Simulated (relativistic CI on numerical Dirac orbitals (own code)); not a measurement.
What each ingredient does to the levels of S¹⁵⁺

Base calculation: Dirac-Coulomb-Breit CI, separate exchange-only KLI orbitals for each configuration, a model potential for QED.

Configurations in the expansion: 1s, 2s, 2p, 3s, 3p, 3d, 4s, 4p, 4d, 4f, 5s, 5p, 5d, 5f, 5g, 6s, 6p, 6d. Levels of other configurations are missing.

Variants: (1) QED terms removed; (2) non-relativistic limit. Shifts of the energy above 1s ²S1/2, in eV, for the lowest level and the first level of each name with at least 55 % of one term (blank where a level changes its place among those of its configuration and J or its character, or is not in the variant):

```tsv
Level	Base	Δ(1)	Δ(2)
1s ²S1/2	0.00	0.00	0.00
2p ²P°1/2	2619.70	+0.76	-7.46
2s ²S1/2	2619.81	+0.65	-7.56
2p ²P°3/2	2622.70	+0.75	-10.46
3p ²P°1/2	3105.86	+0.76	-9.87
3s ²S1/2	3105.89	+0.72	-9.90
3d ²D3/2	3106.75	+0.76	-10.76
3p ²P°3/2	3106.75	+0.75	-10.76
3d ²D5/2	3107.04	+0.76	-11.05
4p ²P°1/2	3275.89	+0.76	-10.59
4s ²S1/2	3275.91	+0.74	-10.60
4d ²D3/2	3276.27	+0.76	-10.96
4p ²P°3/2	3276.27	+0.76	-10.96
4f ²F°5/2	3276.39	+0.76	-11.09
```
